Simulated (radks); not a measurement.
The numbers below are computed, except where a source is named.
Mean orbital radii <r> (bohr) of the niobium ion Nb3+, [Kr] 4d2, at several levels of relativity; Dirac values are averaged over j with weights 2j + 1. Spin-unpolarised spherical Kohn-Sham, PBE, point nucleus unless stated (finite: rms radius 4.324 fm), a radial shooting solver on a logarithmic mesh with Libxc functionals. A level marked "c x" has the speed of light scaled by that factor and shares open shells by 2j + 1; other Dirac levels either fill j = l - 1/2 first or share by 2j + 1.

| shell | non-rel. | Dirac, 2j+1 shares | Dirac, 2j+1 shares, finite nucleus | Dirac, c x 3 | change of magnitude, last against first (%) |
|---|---|---|---|---|---|
| 1s | 0.03720 | 0.03609 | 0.03609 | 0.03708 | -0.32 |
| 2s | 0.1629 | 0.1577 | 0.1577 | 0.1623 | -0.35 |
| 2p | 0.1398 | 0.1376 | 0.1376 | 0.1395 | -0.17 |
| 3s | 0.4549 | 0.4429 | 0.4429 | 0.4536 | -0.29 |
| 3p | 0.4508 | 0.4455 | 0.4455 | 0.4502 | -0.13 |
| 3d | 0.4319 | 0.4329 | 0.4329 | 0.4320 | +0.02 |
| 4s | 1.173 | 1.147 | 1.147 | 1.170 | -0.24 |
| 4p | 1.281 | 1.272 | 1.272 | 1.280 | -0.08 |
| 4d | 1.696 | 1.713 | 1.713 | 1.698 | +0.11 |
